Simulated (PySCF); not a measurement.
Peak assignment

Bonds (- single, = double, # triple, : aromatic): C1=C2 1.327 Å, C2-C3 1.500 Å, C2-Si4 1.889 Å, Si4-C5 1.871 Å, C5#N6 1.146 Å. C1 carries H7, H8; C3 carries H9, H10, H11; Si4 carries H12, H13. H7 is cis to C3; H8 is trans to C3.

[PySCF 2.14.0 with density-fitted response routines: GFN2-xTB structure; shieldings: GIAO PBE0/pcSseg-1; isolated molecule; equivalent nuclei averaged; one conformer; relativity neglected]

Chemical shifts δ = σref − σ; 13C (σref 186.93) and 1H (σref 31.72) vs TMS, all at this level.

(1) Assign these signals to the numbered atoms. 13C{1H} NMR (computed): δ 146.0, 139.7, 123.5, 27.2.

(2) Assign these signals to the numbered atoms. 1H NMR (400 MHz, computed): δ 6.26 (br s, 1H), 5.85 (br s, 1H), 4.60 (s, 2H), 2.24 (s, 3H).

## Answers

(1) 
| δ (ppm) | atoms | environment | reason |
| --- | --- | --- | --- |
| 146.0 | C2 | fully substituted alkene carbon | the olefinic region |
| 139.7 | C1 | terminal =CH2 carbon | the olefinic region |
| 123.5 | C5 | nitrile carbon | this is the usual window of a C≡N carbon, which has no attached hydrogen |
| 27.2 | C3 | allylic methyl carbon | a saturated carbon with 1 carbon neighbour and no heteroatom attached |

(2) 
6.26 → H7, hydrogen on a terminal =CH2 carbon: olefinic region
5.85 → H8, hydrogen on a terminal =CH2 carbon
4.60 → H12/H13, hydrogen on a silicon bonded to 2 C
2.24 → H9/H10/H11, hydrogen on an allylic methyl carbon: allylic position

Shifts are as computed. Against solution values, carbons near 30 ppm lie about +3 ppm off and those near 130 ppm about +5 ppm. Of 1211 compounds with measured shifts, 218 miss one by over three times the rms of a fit or turn the order of signals round; such compounds aren't used in these exercises. Multiplicities follow the n + 1 count of equivalent neighbours, as no J values were calculated; m marks all less simple cases, F and P coupling included.
